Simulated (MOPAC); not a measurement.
MOPAC input (PM3):

```
PM3 FORCE THERMO(298,298) PRECISE LET CHARGE=2 GEO-OK AUX(PRECISION=9) THREADS=1
Hg2

Hg    0.00000000 1    0.00000000 1   -1.28495657 1
Hg   -0.00000000 1   -0.00000000 1    1.28495657 1
```

Output:

```
 *******************************************************************************
 **                                                                           **
 **                              MOPAC v23.2.5                                **
 **                                                                           **
 *******************************************************************************
 ** MOPAC's Digital Object Identifier: https://doi.org/10.5281/zenodo.6511958 **
 **                                                                           **
 ** Please cite the open-source release paper for use of this MOPAC version:  **
 ** J. E. Moussa and J. J. P. Stewart (2026)                                  **
 ** MOPAC: An open-source semiempirical molecular orbital program             **
 ** J. Open Source Softw., 11(119), 8025, https://doi.org/10.21105/joss.08025 **
 *******************************************************************************

                              PM3 CALCULATION RESULTS

 *******************************************************************************
 *  PM3        - The PM3 Hamiltonian to be used
 *  GEO-OK     - OVERRIDE INTERATOMIC DISTANCE AND OTHER SAFETY CHECKS
 *
 *
 *
 *                 CHARGE ON SYSTEM = +2
 *
 *
 *
 *  LET        - OVERRIDE SOME SAFETY CHECKS
 *  PRECISE    - TIGHTER CRITERIA TO BE USED
 *  FORCE      - FORCE CALCULATION SPECIFIED
 *  AUX        - OUTPUT AUXILIARY INFORMATION
 *  THERMO     - THERMODYNAMIC QUANTITIES TO BE CALCULATED
 *******************************************************************************
PM3 FORCE THERMO(298,298) PRECISE LET CHARGE=2 GEO-OK AUX(PRECISION=9) THREADS=1
 Hg2

   ATOM   CHEMICAL          X               Y               Z
  NUMBER   SYMBOL      (ANGSTROMS)     (ANGSTROMS)     (ANGSTROMS)

     1      Hg          0.00000000  *   0.00000000  *  -1.28495657  *
     2      Hg         -0.00000000  *  -0.00000000  *   1.28495657  *

          CARTESIAN COORDINATES

    NO.       ATOM           X           Y           Z

     1        Hg          0.0000      0.0000     -1.2850
     2        Hg         -0.0000     -0.0000      1.2850

 Hg: (PM3): J. J. P. STEWART, J. COMP. CHEM. 12, 320-341 (1991).

           Empirical Formula: Hg2  =     2 atoms

      MOLECULAR POINT GROUP   :   D*h

      RHF CALCULATION, NO. OF DOUBLY OCCUPIED LEVELS = 1

          HEAT OF FORMATION =     554.272202 KCALS/MOLE

          CARTESIAN COORDINATE DERIVATIVES

   NUMBER  ATOM         X            Y            Z

     1      Hg     -0.008833     0.000000     0.000000
     2      Hg      0.008833     0.000000     0.000000

 DIPOLE           X         Y         Z       TOTAL
 POINT-CHG.    12.344     0.000    -0.000    12.344
 HYBRID        -0.000     0.000     0.000     0.000
 SUM           12.344     0.000    -0.000    12.344

          GRADIENT NORM =   0.01249

          MOLECULAR WEIGHT =  401.18

          ROTATIONAL CONSTANTS IN CM(-1)

          A =    0.00000000   B =    0.02544956   C =    0.02544956

           PRINCIPAL MOMENTS OF INERTIA IN UNITS OF 10**(-40)*GRAM-CM**2

          A =        0.0000   B =     1099.9306   C =     1099.9306

          ORIENTATION OF MOLECULE IN FORCE CALCULATION

    NO.       ATOM         X         Y         Z

     1         Hg      -1.2850    0.0000    0.0000
     2         Hg       1.2850    0.0000   -0.0000

    FIRST DERIVATIVES WILL BE USED IN THE CALCULATION OF SECOND DERIVATIVES

    FOR POINT-GROUP D*h  THERE ARE 120 UNIQUE SYMMETRY FUNCTIONS.


(To convert to Hartree/Bohr^2, multiply by (10^(-21) x N x a0^2)/(4.184 x 627.51) =  0.0642)

           FORCE MATRIX IN MILLIDYNES/ANGSTROM

                 Hg  1      Hg  2
 ------------------------------
    Hg    1   0.970248
    Hg    2   0.970248   0.970248

          HEAT OF FORMATION =     554.272202 KCALS/MOLE

          ZERO POINT ENERGY       0.183 KCAL/MOL

           NORMAL COORDINATE ANALYSIS (Total motion = 1 Angstrom)

   Root No.       1

                 1 Sig

                 128.1

           1    0.5000
           2   -0.0000
           3   -0.0000
           4   -0.5000
           5    0.0000
           6    0.0000

           MASS-WEIGHTED COORDINATE ANALYSIS (NORMAL COORDINATES)

   Root No.       1

                 1 Sig

                 128.1

           1    0.7071
           2   -0.0000
           3   -0.0000
           4   -0.7071
           5    0.0000
           6    0.0000

          DESCRIPTION OF VIBRATIONS

 VIBRATION          1    1Sig        ATOM PAIR     ENERGY CONTRIBUTION    RADIAL
 FREQUENCY           128.14         Hg1 -- Hg2        +100.0% (100.0%)    100.0%
 TRANSITION DIPOLE   0.0000
 TRAVEL (Ang.)       0.0724
 REDUCED MASS      100.2950
 EFFECTIVE MASS    200.5900
 FORCE CONSTANT      0.9702

      SYMMETRY NUMBER FOR POINT-GROUP D*h =  2

          SYSTEM IS A GROUND STATE

 Hg2

          MOLECULE IS LINEAR

          THERE ARE  1 GENUINE VIBRATIONS IN THIS SYSTEM
          THIS THERMODYNAMICS CALCULATION IS LIMITED TO
          MOLECULES WHICH HAVE NO INTERNAL ROTATIONS

                    CALCULATED THERMODYNAMIC PROPERTIES
                                          *
   TEMP. (K)   PARTITION FUNCTION   H.O.F.    ENTHALPY  HEAT CAPACITY ENTROPY
                                   KCAL/MOL   CAL/MOLE    CAL/K/MOL  CAL/K/MOL

 298.00  VIB.     0.2168D+01                   427.7735     1.9250     2.9728
         ROT.     0.4069D+04                   592.1869     1.9872    18.5033
         INT.     0.8821D+04                  1019.9604     3.9122    21.4761
         TRA.     0.7768D+28                  1480.4672     4.9680    43.8569
         TOT.                      554.272    2500.4276     8.8802    65.3330

   *: NOTE: HEATS OF FORMATION ARE RELATIVE TO THE
            ELEMENTS IN THEIR STANDARD STATE AT 298K
              (=  Standard Enthalpy of Formation).

            Hvib:  Zero-point energy is not included.
                   frequencies of less than zero cm-1 are not included.
            Hrot = (3/2)RT
            Htra = (3/2)RT + pV = (5/2)RT

            Heat capacity is Cp, not Cv

          For more information, see: HTTP://OpenMOPAC.net/Manual/thermochemistry.html

           FORCE CONSTANT IN CARTESIAN COORDINATES (Millidynes/A)

    ATOM   CHEMICAL       X               Y               Z
   NUMBER   SYMBOL  FORCE CONSTANT  FORCE CONSTANT  FORCE CONSTANT

      1      Hg        0.970248        0.000021        0.000021
      2      Hg        0.970248        0.000021        0.000021

 **********************
 *                    *
 * JOB ENDED NORMALLY *
 *                    *
 **********************

 == MOPAC DONE ==
```

The dipole moment of an ion depends on the origin.
